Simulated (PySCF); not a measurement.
# One molecule, several mistakes: B2H5Si anion

These are calculations, not measurements. They come from PySCF 2.14.0, an open-source quantum chemistry program, on an isolated molecule that a program drew, which may never have been made. The molecule is B2H5Si anion (charge -1, singlet), drawn as the SMILES string `B[SiH-]B`.

Each row is a Hartree-Fock (HF) and frozen-core CCSD(T) single point in the aug-cc-pV(D+d)Z basis, meant for a local HF minimum. Run 1 is clean. Each other run has one planted mistake out of seven kinds, and not every kind appears here: one electron removed, one electron added, multiplicity raised by two, geometry at a saddle point, minimal basis STO-3G, one bond length entered in bohr, all coordinates scaled. The reference is restricted for singlets and unrestricted otherwise, and also for a bond in bohr. Adding or removing an electron swaps singlet and doublet. Electrons count all cores. HOMO and LUMO are orbital energies over both spins, the gradient is its largest component, and the lowest frequency (negative if imaginary) is given only where the gradient is small. Bond lengths are over the 7 bonds as drawn. T1 is the CCSD diagnostic: over 0.02 (restricted) or 0.045 (unrestricted) a single reference is doubtful.

Geometry of the clean run:
```xyz
8
B2H5Si anion, angstrom
B    -1.1968   -0.9505    1.2198
Si   -0.0017    0.4779    0.6844
B     1.6336    0.9235    1.6240
H    -0.9404   -1.6237    2.1923
H    -2.2201   -1.2325    0.6338
H    -0.3628    1.2847   -0.5276
H     1.9595    0.2960    2.6062
H     2.3838    1.8161    1.2913
```

```
run  electrons  basis functions  <S^2>  HOMO (eV)  LUMO (eV)  gradient (hartree/bohr)  lowest frequency (cm^-1)  mean bond (Å)  longest bond (Å)      T1  HF (hartree)  CCSD(T) (hartree)                          mistake
  1         30              123  0.000      -1.81       3.57                  2.2e-05                       178         1.4602             1.938  0.0213    -341.16619         -341.53938                         no fault
  2         30              123  1.185      -1.35       3.27                  9.6e-03                         -         1.7065             3.662  0.0595    -341.04099         -341.38795  one bond length entered in bohr
  3         30              123  2.017      -0.88       3.61                  1.3e-02                         -         1.4602             1.938  0.0134    -341.13424         -341.48327       multiplicity raised by two
  4         29              123  0.762      -8.65      -0.43                  2.4e-02                         -         1.4602             1.938  0.0151    -341.12958         -341.45206             one electron removed
  5         30              123  0.000      -1.88       3.57                  2.9e-02                         -         1.3843             1.837  0.0197    -341.14770         -341.51829                                ?
  6         30               24  0.000       3.13      12.54                  3.5e-02                         -         1.4602             1.938  0.0284    -337.01822         -337.20943                                ?
```

**Which mistake was planted in run 5, and what did it cost?**

The mean and the longest bond both change by the same factor, 0.948, and the gradient is no longer small. So the mistake is: all coordinates scaled. Subtracting run 1 and multiplying by 627.51 kcal/mol a hartree, the energy moved by 11.6 kcal/mol in HF and 13.2 kcal/mol in CCSD(T).

**Which mistake was planted in run 6, and what did it cost?**

It has 24 basis functions where the clean run has 123, with the same electrons and geometry. So the mistake is: minimal basis STO-3G. Subtracting run 1 and multiplying by 627.51 kcal/mol a hartree, the energy moved by 2602.9 kcal/mol in HF and 2717.1 kcal/mol in CCSD(T).

Cautions from the logs. Run 1: T1 is over the limit, so its CCSD(T) energy is less reliable; run 2: T1 is over the limit, so its CCSD(T) energy is less reliable; run 6: T1 is over the limit, so its CCSD(T) energy is less reliable and the HOMO is above zero, so the electron isn't bound and the energy depends on the basis.
